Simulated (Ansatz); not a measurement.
A run of Ansatz (development build ahead of 0.2.0) on septet Cr at this shape:

A single Cr atom.

Its results:

```yaml
Converged: yes
Total_energy: -1044.42248 hartree
Spin_squared_of_the_determinant: 12.000
```

Q: Which input gives this output? Name the method, the orbitals and the basis set, and write the input.

A: ωB97X (restricted open-shell) in pcseg-2.

```yaml
crystal:
  periodic: [false, false, false]
  atoms:
    - { symbol: Cr, position_ang: [0.0, 0.0, 0.0] }
basis:
  gaussian: { orbitals: pcseg-2 }
magnetization:
  initial_magnetization: 6
hamiltonian:
  xc: { name: wB97X }
```
